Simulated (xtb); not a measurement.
xtb input (GFN1-xTB):

```bash
xtb mol.xyz --gfn 1 --opt tight --chrg 0 --uhf 0
```
mol.xyz:
```
5

Si    -0.66022217    -0.36529988    -0.01831391
F     -1.33033620     1.07960417    -0.10893525
Cl     1.37319119    -0.14594638     0.07402386
H     -1.00303459    -1.10929614    -1.23886054
H     -1.12507936    -1.01185463     1.21726677
```

End of the output:

```
 ---------------------------------------------------------------------------

Topologies differ in total number of bonds
Writing topology from bond orders to xtbtopo.mol

 dipole moment from electron density (au)
     X       Y       Z
  -0.1083  -0.4791   0.0136  total (Debye):    1.249

           -------------------------------------------------
          |                Geometry Summary                 |
           -------------------------------------------------

      molecular mass/u    :       84.5527209
   center of mass at/Å    :        0.0367381       0.0202333       0.0010228
  moments of inertia/u·Å² :        0.2395050E+02   0.1219833E+03   0.1400358E+03
rotational constants/cm⁻¹ :        0.7038529E+00   0.1381962E+00   0.1203808E+00

 * 4 selected distances

     #   Z          #   Z                                           value/Å
     1  14 Si       2   9 F                                       1.5887776
     1  14 Si       3  17 Cl                                      2.0004986 (max)
     1  14 Si       4   1 H                                       1.4420768
     1  14 Si       5   1 H                                       1.4420768 (min)

 * 3 distinct bonds (by element types)

   Z      Z             #   av. dist./Å        max./Å        min./Å
   1 H   14 Si          2     1.4420768     1.4420768     1.4420768
   9 F   14 Si          1     1.5887776     1.5887776     1.5887776
  14 Si  17 Cl          1     2.0004986     2.0004986     2.0004986

optimized geometry written to: xtbopt.xyz

           -------------------------------------------------
          | TOTAL ENERGY              -12.491176773610 Eh   |
          | GRADIENT NORM               0.000066196352 Eh/α |
          | HOMO-LUMO GAP               7.702061388286 eV   |
           -------------------------------------------------

------------------------------------------------------------------------
------------------------------------------------------------------------
 total:
 SCF:
 ANC optimizer:
```
